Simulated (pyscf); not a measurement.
`[CH2]=[Sn][OH]`, doublet

Gas-phase minimum from PySCF at ωB97X-D3(BJ)/def2-SVP, one conformer. Other isomers of [H₂C=Sn–OH]• were not searched in full and may lie lower. 

SMILES: [CH2]=[Sn][OH]
```xyz
6

C      0.3258    -0.6879    -0.5870
Sn     1.2257     1.2013    -0.0235
O      1.7563     0.5810     1.8001
H     -0.1406    -0.8723    -1.5664
H      0.2829    -1.5711     0.0700
H      1.5133    -0.3324     1.9965
```
Charge 0, spin multiplicity 2.

Bond lengths (Å): C1–Sn2 2.167, C1–H4 1.100, C1–H5 1.102, Sn2–O3 1.998, O3–H6 0.965. Bond angles (°): Sn2–C1–H4 123.6, Sn2–C1–H5 124.1, H4–C1–H5 112.3, C1–Sn2–O3 94.4, Sn2–O3–H6 114.4.

Properties at ωB97X-D3(BJ)/def2-SVP:

| Property | Result |
|---|---|
| Harmonic wavenumbers, unscaled | 181, 189, 426, 537, 556, 587, 620, 783, 1366, 3110, 3217, 3888 cm⁻¹ |
| Zero-point energy | 22.1 kcal/mol |
| Rotational symmetry number | 1 |
| Entropy of this conformer at 298 K and 1 atm, rigid rotor and harmonic oscillator, modes under 100 cm⁻¹ raised to 100 | 312.4 J/(mol K) |
| Dipole moment | 1.98 D |
| Spin expectation value S2 | 0.754 |

Single-point totals, which compare only within one level (frozen core for MP2 and CC):

```tsv
level	total energy (hartree)
ωB97X-D3(BJ)/def2-TZVP	-329.54266
PBE/def2-TZVP	-329.30523
r²SCAN/def2-TZVP	-329.46145
B3LYP-D3(BJ)/def2-TZVP	-329.52693
PBE0-D3(BJ)/def2-TZVP	-329.31694
M06-2X/def2-TZVP	-329.32070
ωB97M-D3(BJ)/def2-TZVP	-329.50161
UHF/def2-TZVPP	-327.84860
MP2/def2-TZVPP	-328.54586
CCSD/def2-TZVPP	-328.55589
CCSD(T)/def2-TZVPP	-328.58070
```

Soft torsions are taken as harmonic, which can shift the entropy by several J/(mol K). The CCSD(T) − MP2 part came from Ansatz, without density fitting, on the same reference. The frozen core leaves the outer d or s,p core shells of the metals and heavy elements correlated in the MP2 and CC values, and def2-TZVPP describes them poorly, so these totals are far from the basis limit. Elements past Kr carry the def2 core potentials, without spin-orbit coupling.
